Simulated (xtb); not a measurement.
Te(SiH3)(GeH3) (GeH₆SiTe), SMILES [Te]([SiH3])[GeH3]. All values are semi-empirical tight-binding results from xtb (GFN2-xTB unless named), good for trends rather than for accurate numbers. Geometry: GFN2-xTB. This is a generated structure with no PubChem entry under its InChIKey; it may be hypothetical.

For metal compounds this method's bond lengths and energies can be far off.

Computed properties:
```
Item                                           Value
-------------------------------------  -------------
orbital gap                                  4.13 eV
zero-point energy                      29.1 kcal/mol
G − E(el) at 298.15 K (modified RRHO)   7.5 kcal/mol
```
